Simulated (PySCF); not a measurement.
How methods differ on the excitation energy of Pd+

Pd+ [Kr] 4d9 (2D) → Pd+ [Kr] 4d8 5p1 (high-spin determinant), as a difference of total energies. Computed with PySCF 2.14 in x2c-TZVPPall with one added diffuse shell each of s, p, d, f type (9s7p7d3f1g, 95 functions), with the spin-free X2C one-electron Hamiltonian (Gaussian nucleus). Correlated levels: valence: [Kr] frozen. The calculations carry no spin-orbit coupling.

```csv
method,excitation energy (eV)
UHF,7.359
MP2 (valence),8.732
SCS-MP2 (valence),8.757
CCSD (valence),8.418
CCSD(T) (valence),8.472
```

Q: How much does correlation contribute at CCSD(T) (valence)?

A: 8.472 − (7.359) = 1.113 eV, measured against UHF.

A first-order spin-orbit estimate (lowest level to lowest level, LS coupling) adds -0.040 eV.

The determinant of the upper state mixes LS terms, which raises its energy above the lowest term, most at the Hartree-Fock and MP2 levels.
